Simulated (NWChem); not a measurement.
Species: pivalic acid (C5H10O2); SMILES CC(C)(C)C(=O)O

```xyz
17

C      0.7551    -0.9961    -1.2597
C     -0.0127    -0.5717     0.0002
C     -1.4101    -1.1842     0.0062
C      0.7668    -0.9975     1.2523
C     -0.1436     0.9462     0.0006
O      1.0493     1.5628     0.0003
O     -1.1768     1.5630     0.0006
H      1.7601    -0.5514    -1.2839
H      0.8605    -2.0920    -1.2798
H      0.2217    -0.6917    -2.1736
H     -1.3400    -2.2826     0.0043
H     -1.9853    -0.8699    -0.8765
H     -1.9773    -0.8719     0.8948
H      1.7720    -0.5529     1.2678
H      0.2420    -0.6941     2.1716
H      0.8722    -2.0934     1.2702
H      0.8613     2.5139     0.0000
```
Atoms are numbered in this order, from 1.

All runs: NWChem. Pople sets run with spherical d functions. Medium grid unless said otherwise, to which SCAN and Minnesota functionals are sensitive. Structure relaxed at the PBE0/def2-SVP level. Not confirmed as a minimum by frequencies. Hybrids' shares of exact exchange are those that their runs print; pure functionals count as 0. The functionals differ in more than this share.

```
row                  share of exact exchange  highest occupied level (eV)
-------------------  -----------------------  ---------------------------
PBE/6-31G*                              0.00                        -5.84
N12/6-31G*                              0.00                        -5.83
B3LYP/6-31G*                            0.20                        -7.27
B3PW91/6-31G*                           0.20                        -7.30
M06-2X/6-31G*                           0.54                        -9.22
Hartree-Fock/6-31G*                     1.00                     withheld
```

Fit a straight line of the last column on the one before it, predict the withheld value, and compare with the run.


1. Means of the 5 shown rows: x = 0.188, y = -7.092. Slope Σ(x − x̄)(y − ȳ)/Σ(x − x̄)² = -1.226/0.1949 = -6.293; intercept -5.909.
2. The shown rows scatter about the line by 0.097 (root mean square); the largest residual is -0.13, at B3PW91/6-31G*.
3. At x = 1.00 (Hartree-Fock/6-31G*; beyond the shown range) the line gives -12.20.
4. The run gives -11.79, +0.41 from the line, 4.2 times the scatter.
